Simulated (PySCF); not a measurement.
CF₃, SMILES F[C](F)F (connectivity only; charge and spin as stated), charge +1, multiplicity 1. Heavy atoms are numbered as in [F:1][C:2]([F:3])[F:4].

Coordinates come from a TPSSh-D3(BJ)/def2-TZVP optimisation. The spin state was assumed, not searched. The isomer is the one that the SMILES or the coordinates give; other isomers of the formula were not compared.

The numbers are results of PBE/pcSseg-2 run with PySCF, not measurements.

GIAO shieldings, no solvent; atoms alike by connectivity are averaged. δ = σ(ref) − σ: ¹⁹F against CFCl3 (σ = 132.0 ppm); ¹³C against TMS (σ = 181.4 ppm), references at their B3LYP-D3(BJ)/def2-TZVP geometries, non-relativistic.

```csv
nucleus,atoms,count,δ (ppm)
¹⁹F,F1,3,30.8
¹³C,C2,1,168.9
```
